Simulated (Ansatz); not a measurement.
Input and output for the cluster YSi₆ (the lowest doublet isomer of a short search).

```yaml
crystal:
  periodic: [false, false, false]
  atoms:
    - {symbol: Y, position_ang: [-1.497265, 1.163153, 1.190944]}
    - {symbol: Si, position_ang: [0.901682, -1.073820, -0.140225]}
    - {symbol: Si, position_ang: [0.770020, 1.425235, -0.332421]}
    - {symbol: Si, position_ang: [0.924986, 0.081031, 1.929950]}
    - {symbol: Si, position_ang: [1.163050, -0.037780, -2.263056]}
    - {symbol: Si, position_ang: [-1.074898, -0.003202, -1.256729]}
    - {symbol: Si, position_ang: [-1.187575, -1.554647, 0.871537]}
basis:
  gaussian: {orbitals: def2-mTZVPP}
magnetization: {spin_polarized: false, initial_magnetization: 1}
hamiltonian: {xc: {name: BHLYP}}
scf: {lower_state_search: off}
```

```sh
$ ansatz run in.yaml --threads 4 --pin off --events-out ev --progress --plain --max-ram 8704MiB
```

It prints (some lines left out):

```
Functional definition: BHLYP
  name "BHLYP"
  cite "Becke, J. Chem. Phys. 98, 1372 (1993) doi:10.1063/1.464304"
  cite "Becke, Phys. Rev. A 38, 3098 (1988) doi:10.1103/PhysRevA.38.3098"
  cite "Lee, Yang & Parr, Phys. Rev. B 37, 785 (1988) doi:10.1103/PhysRevB.37.785"
  parameter a = 0.5
  exchange = (1 - a)*b88_x + a*exact_x
  correlation = lyp_c
these checks for a lower state are left out or cut short: stability, starts, cluster_reference, orbital_swaps, neighbouring_geometries, increment
1882 factors; integrals over basis functions are off by at most 1.9e-4 eV
mean field evaluation 1: about -48298.5043 eV, gradient 3.9e1 eV
mean field evaluation 2: about -48298.5041 eV, gradient 3.9e1 eV
mean field evaluation 4: about -48302.0129 eV, gradient 2.1e1 eV
mean field evaluation 8: about -48303.9759 eV, gradient 6.0e-1 eV
mean field evaluation 16: about -48303.9779 eV, gradient 3.9e-3 eV
mean field -48303.97794452 eV, -1775.1384478489 hartree, gradient 6.9e-6 eV, S^2 0.750000; 0 other end points of the search recorded, 0 dependent functions left out
reference -48303.97811308 eV, -1775.1384540434 hartree; 48, 47 occupied and 147, 148 virtual orbitals, 1882 factors
Total energy: -48303.97811308 eV, -1775.1384540434 hartree
Checks for a lower state left out: stability, starts, cluster_reference, orbital_swaps, neighbouring_geometries, increment
```

Hardware: 4 threads of Intel Xeon Platinum 8259CL on a shared host. Wall time 11 s, peak host memory 0.64 GiB.

In the def2 sets Y takes a core potential; there is no spin–orbit coupling.

With spin_polarized false and unpaired electrons the run is restricted open-shell.
